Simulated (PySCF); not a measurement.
Two-component Hartree-Fock for S⁶⁺ (sulfur, charge +6)

Start: [Ne]. Calculated with PySCF 2.14 in an even-tempered Gaussian basis (19 s from 0.11 bohr⁻², ratio 2.6; 13 p from 0.15 bohr⁻², ratio 2.6; 7 d from 0.15 bohr⁻², ratio 2.8; 3 f from 9.5 bohr⁻², ratio 2.8): generalised Hartree-Fock with the X2C-1e Hamiltonian and a Gaussian nucleus; spin-orbit coupling (SO) screened by Boettger's factors.

| spinor shell | electrons | ε, screened SO (eV) | weight of nominal j (screened SO) | rms radius, screened SO (bohr) |
| --- | --- | --- | --- | --- |
| 1s1/2 | 2 | -2617.8 | 1.000 | 0.112 |
| 2s1/2 | 2 | -346.61 | 1.000 | 0.513 |
| 2p1/2 | 2 | -283.87 | 1.000 | 0.483 |
| 2p3/2 | 4 | -282.50 | 1.000 | 0.485 |

```tsv
quantity	screened SO
E (hartree)	-388.63282
M_J	0
⟨J²⟩	0.000
⟨L²⟩	0.000
⟨S²⟩	0.000
```
